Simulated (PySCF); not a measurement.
GaF2, SMILES [F][Ga][F], multiplicity 2. Coordinates come from a ωB97X-D3(BJ)/def2-TZVP optimisation. The multiplicity is an assumed one; other spin states were not compared. The isomer is the one that the SMILES or the coordinates give; other isomers of the formula were not compared.

All values below come from ωB97X-D3(BJ)/def2-TZVP in PySCF 2.14.0.

Harmonic wavenumbers (cm⁻¹): 181, 646, 683. Rotational constants (GHz): 24.11, 5.922, 4.754; symmetry number 2.

Work out the zero-point energy and the ideal-gas rigid-rotor harmonic-oscillator thermochemistry at 298.15 K and 1 atm.

ZPE = ½ Σ hcν = ½ × 1509 cm⁻¹ = 9.03 kJ/mol. H − E(el) = 21.17 kJ/mol. Entropy in J/(mol K): translation 167.11, rotation 93.29, vibration 12.66, spin 5.76, total 278.82. G − E(el) = -61.96 kJ/mol. Cp = 48.59 J/(mol K).
